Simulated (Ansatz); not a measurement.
Cost and result for the atomization energy of `PO[AsH2]` (7 atoms, 6 bonds).

| atom | x (Å) | y (Å) | z (Å) |
| --- | --- | --- | --- |
| P1 | -1.077 | -0.127 | 1.124 |
| O2 | 0.184 | 0.231 | 0.123 |
| As3 | 0.427 | -0.796 | -1.348 |
| H4 | -1.611 | 1.187 | 1.269 |
| H5 | -0.387 | -0.037 | 2.368 |
| H6 | 0.515 | 0.379 | -2.321 |
| H7 | 1.949 | -0.836 | -1.215 |

Charge 0, multiplicity 1. Correlated methods include outer-core shells of As, which these sets cover unevenly. Scalar relativity is left out up to krypton. Geometry: relaxed with PBE0-D4/def2-TZVP. It is one conformer, not always the lowest. Program: Ansatz. All runs use 2 threads of an Arm Neoverse V2 on a shared host. Times are those of one run each, without the atoms' runs, and a repeat can differ threefold. Electronic energies, without spin–orbit coupling; frozen cores. CCSD(T)/CBS adds CCSD(T) − MP2 in def2-TZVPP to the MP2 limit, and its time is that of the two runs behind it. T1 = 0.013. With those shells the extrapolation isn't a true limit. B3LYP takes the VWN-RPA correlation (the form of Gaussian; ORCA's B3LYP/G).

CCSD(T)/CBS is a level of theory with its own doubt, some kJ/mol a heavy atom from the limit and from the frozen cores, so smaller differences don't rank the functionals.

```tsv
level	functions	wall time
LDA (SPW92)/def2-TZVPP	177	1.1 s
PBE-D4/def2-TZVPP (with forces)	177	2.1 s
PBE0-D4/def2-TZVPP	177	2.4 s
BHLYP-D4/def2-TZVPP	177	2.4 s
CCSD(T)/def2-SVP	84	2.7 s
B3LYP-D4/def2-TZVPP (with forces)	177	3.4 s
r2SCAN-D4/def2-TZVPP (with forces)	177	4.2 s
PBE-QIDH/def2-TZVPP	177	4.6 s
B2PLYP/def2-TZVPP	177	7 s
B97M-V/def2-TZVPP	177	9 s
MP2/def2-QZVPP	336	14 s
CCSD(T)/def2-TZVPP	177	51 s
CCSD(T)/CBS(def2)	–	65 s
```

(1) What atomization energy does each give, and how far from CCSD(T)/CBS? (An estimate is asked.)

Answers

(1) Ansatz gave: 
```
                             level  atomization (kJ/mol)  difference from CCSD(T)/CBS  per bond
            LDA (SPW92)/def2-TZVPP                2244.5                        342.0      57.0
   PBE-D4/def2-TZVPP (with forces)                1931.6                         29.1       4.8
                PBE0-D4/def2-TZVPP                1871.7                        -30.8      -5.1
               BHLYP-D4/def2-TZVPP                1842.2                        -60.3     -10.0
                  CCSD(T)/def2-SVP                1678.8                       -223.7     -37.3
 B3LYP-D4/def2-TZVPP (with forces)                1924.5                         22.0       3.7
r2SCAN-D4/def2-TZVPP (with forces)                1895.8                         -6.7      -1.1
               PBE-QIDH/def2-TZVPP                1840.8                        -61.7     -10.3
                 B2PLYP/def2-TZVPP                1878.8                        -23.7      -4.0
                 B97M-V/def2-TZVPP                1933.3                         30.8       5.1
                    MP2/def2-QZVPP                1864.9                        -37.6      -6.3
                CCSD(T)/def2-TZVPP                1830.7                        -71.8     -12.0
                 CCSD(T)/CBS(def2)                1902.5                          0.0       0.0
```

In def2-TZVPP, CCSD(T) changes the Hartree–Fock value by +648.3 kJ/mol (the triples alone add +36.0 kJ/mol) and MP2 by +639.0 kJ/mol; breaking electron pairs costs correlation energy, which Hartree–Fock lacks. From r2SCAN to r2SCAN0 (25 % exact exchange), in def2-TZVPP and without D4, the atomization energy moves by −52.3 kJ/mol: exact exchange takes away binding that semilocal exchange gives to molecules. At CCSD(T), def2-SVP lies −223.7 kJ/mol from the extrapolated value and def2-TZVPP −71.8 kJ/mol: correlation converges slowly with the basis, and small sets miss more of it in the bonded molecule than in its fragments.
